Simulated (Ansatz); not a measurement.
**Question.** Name a neutral molecule of B, C, Cl, F and H with LUMO energy (B3LYP/def2-TZVPP) between -2.20 and -1.90 eV and HOMO energy (ωB97M-V/def2-TZVPP) between -10.05 and -9.75 eV (Ansatz, PBE0-D4/def2-TZVP geometry).

**Answer.** `CB(F)BCl` (-2.03 eV, -10.03 eV). Other molecules can fit too; these were computed, each in one conformer that needn't be the lowest.

B3LYP here is the variant with VWN-RPA as its local correlation; programs differ in this.
